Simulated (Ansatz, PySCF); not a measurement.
This PySCF input computes a CAM-B3LYP/def2-TZVPD energy:

```python
from pyscf import gto, scf, dft

mol = gto.M(
    atom='''
    O    -1.01533338    0.59968429    0.23844512
    C    -0.30118457   -0.42178426   -0.11687404
    O     1.20100748   -0.11743499   -0.09687140
    H    -0.44830138   -0.79517974   -1.17341875
    H    -0.36211419   -1.33371291    0.54797780
    H     1.13213022    0.80160381    0.19409539
    ''',
    basis='def2-tzvpd',
    charge=-1,
    spin=0,
    verbose=4,
)

mf = dft.RKS(mol, xc='camb3lyp').density_fit(auxbasis='def2-universal-jkfit')
mf.grids.level = 3
mf.conv_tol = 1e-9
mf.max_cycle = 100
mf.max_memory = 1500
mf.kernel()
if not mf.converged:
    mf = mf.newton()
    mf.kernel(mf.make_rdm1())
mf.analyze()
```

Write an input for the same energy in Ansatz (a first-principles code) and say what it gives.


Ansatz 0.2 input:
```yaml
crystal:
  periodic: [false, false, false]
  atoms:
    - {symbol: O, position_ang: [-1.01533338, 0.59968429, 0.23844512]}
    - {symbol: C, position_ang: [-0.30118457, -0.42178426, -0.11687404]}
    - {symbol: O, position_ang: [1.20100748, -0.11743499, -0.09687140]}
    - {symbol: H, position_ang: [-0.44830138, -0.79517974, -1.17341875]}
    - {symbol: H, position_ang: [-0.36211419, -1.33371291, 0.54797780]}
    - {symbol: H, position_ang: [1.13213022, 0.80160381, 0.19409539]}
basis:
  gaussian:
    orbitals: def2-TZVPD
hamiltonian:
  xc: {name: CAM-B3LYP}
total_charge: -1
output: {forces: true}
```
It gives -190.37418 Eh, and PySCF -190.37424 Eh, a difference of 0.06 mEh, from the treatment of integrals and grids.

It need not be the lowest isomer of its formula. Whether it binds its extra electron was not tested at this geometry.
